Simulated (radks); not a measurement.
Results of a calculation; reference values are marked as such.
Gd24+, configuration [Kr] 4d4 (the NIST ground configuration). Level of theory: scalar-relativistic Kohn-Sham, r2SCAN, spin-polarised, spherical densities, finite nucleus; open shells are filled with parallel spins first (spin-orbit coupling, left out, can overturn this in heavy ions); meta-GGA in the generalised Kohn-Sham scheme; Fermi nuclear charge, rms radius 5.1569 fm (a radial shooting solver on a logarithmic mesh with Libxc functionals). Some entries of the table are withheld. Estimate them.

orbital,occ.,eigenvalue (eV),<1/r> (bohr^-1)
1s down,1,-50912.87,71.64
1s up,1,-50912.87,71.64
2s up,1,-9050.015,16.64
2s down,1,-9045.301,16.64
2p up,3,-8132.388,15.52
2p down,3,-8128.768,15.52
3s up,1,-2574.034,6.154
3s down,1,-2572.961,6.153
3p up,3,-2288.356,5.783
3p down,3,-2286.801,5.783
3d up,5,-1915.222,(1)
3d down,5,-1911.853,(2)
4s up,1,-1034.505,2.778
4s down,1,-1022.754,2.775
4p up,3,-931.9018,2.612
4p down,3,-920.2342,2.608
4d up,4,(3),2.421
4d down,0,(4),2.420

Answer. 
(1) 3d up <1/r> (bohr^-1): 5.481
(2) 3d down <1/r> (bohr^-1): 5.479
(3) 4d up eigenvalue (eV): -791.4518
(4) 4d down eigenvalue (eV): -779.7591
